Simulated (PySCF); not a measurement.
## [Gd(PH3)]3+ at several levels of theory

Computed with PySCF 2.14.0 (density fitting, no spin-orbit coupling) at the geometry relaxed with TPSS:

```xyz
5
[Gd(PH3)]3+ (singlet in the valence; each metal's 4f electrons, 7 of them, lie in its core potential, out of spins and levels)
Gd    0.0000    0.0000   -0.4378
P     0.0000    0.0000    2.5277
H     1.3272    0.0000    3.0505
H    -0.6636    1.1494    3.0505
H    -0.6636   -1.1494    3.0505
```

```
level                                                 basis    state  HOMO (eV)  gap (eV)  charge on Gd1 (e)  population of f-type functions on Gd1 (polarisation alone where 4f lies in the core)  dipole about the centre of mass (D)  largest force component (eV/Å)
 TPSS     Gd lcecp-1-SVP with ECP53, P def2-SVP, H def2-SVP  singlet     -23.14      2.75               2.30                                                                                  0.00                                 2.99                            0.00
 TPSS  Gd lcecp-1-TZVP with ECP53, P def2-TZVP, H def2-TZVP  singlet     -23.01      2.65               2.35                                                                                  0.01                                 3.11                            0.18
 PBE0        Gd def2-SVP with ECP28, P def2-SVP, H def2-SVP    octet     -25.11      3.67               2.07                                                                                  7.01                                 5.48                            1.42
```

In the lcecp rows the 4f levels are missing from HOMO and gap, and the state counts the valence alone.

HOMO and gap are taken over both spins. Charges are Mulliken's, which hang on the basis. The relaxation used the grid (50, 194), these runs (75, 302) or, all-electron (x2c bases, spin-free X2C Hamiltonian), (99, 590).

Task: Order these levels, in the first row's basis, by the HOMO–LUMO gap they give here, smallest first.
A. M06-L
B. revPBE
C. wB97X
D. TPSSh

Result: B (2.51 eV), A (3.14 eV), D (3.52 eV), C (9.03 eV).

Task: And their other results?

Result: 
```
 level    state  HOMO (eV)  gap (eV)  charge on Gd1 (e)  population of f-type functions on Gd1 (polarisation alone where 4f lies in the core)  dipole about the centre of mass (D)  largest force component (eV/Å)
 TPSSh  singlet     -23.52      3.52               2.32                                                                                  0.00                                 2.80                            0.07
 wB97X  singlet     -26.10      9.03               2.36                                                                                  0.01                                 2.07                            0.26
revPBE  singlet     -23.06      2.51               2.27                                                                                  0.00                                 3.33                            0.27
 M06-L  singlet     -23.18      3.14               2.37                                                                                  0.00                                 2.55                            0.11
```

In the first row's basis the gap widens with exact exchange: 2.5 to 3.1 eV for revPBE, TPSS, M06-L (none); 3.5 eV for TPSSh (a fixed share); 9.0 eV for wB97X (rising or full at long range).

No frequency check is given that shows the relaxed geometry to be a minimum. An lcecp potential fixes the number of 4f electrons, so in runs with it no electron can move into or out of that shell.

Rows with open f shells in the valence may stand above their lowest state, and their gaps can end on f levels.

Some runs are spin-contaminated.
